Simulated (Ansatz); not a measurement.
Br2Ge (SMILES [Br][Ge][Br]) moved off its minimum; all values from Ansatz (a quantum-chemistry and plane-wave program), cores frozen in correlated methods.
(charge 0, multiplicity 1)
```xyz
3

Ge    -0.01133     0.01743     0.90989
Br     1.03903    -1.51722    -0.54323
Br    -1.06936     1.52720    -0.53300
```

```
level                largest force (eV/Å)  on atom  rms difference from CCSD(T)/aug-cc-pVTZ (eV/Å)  dipole (D)
-------------------  --------------------  -------  ----------------------------------------------  ----------
HF/def2-TZVPP                        0.22      Ge1                                           0.083        2.02
PBE/def2-TZVPP                       0.39      Ge1                                           0.052        1.63
r2SCAN/def2-TZVPP                    0.20      Br2                                           0.125        1.64
B3LYP/def2-TZVPP                     0.41      Ge1                                           0.066        1.86
wB97M-V/def2-TZVPP                   0.32      Br2                                           0.184        1.95
MP2/aug-cc-pVTZ                      0.24      Ge1                                           0.074        1.72
CCSD(T)/aug-cc-pVTZ                  0.35      Ge1                                           0.000        1.66
```

The differences count from one level among others, with limits of its own. Forces at CCSD(T)/aug-cc-pVTZ (eV/Å):

| atom | Fx | Fy | Fz |
|---|---|---|---|
| Ge1 | 0.091 | -0.127 | 0.317 |
| Br2 | -0.036 | 0.051 | -0.097 |
| Br3 | -0.054 | 0.076 | -0.220 |
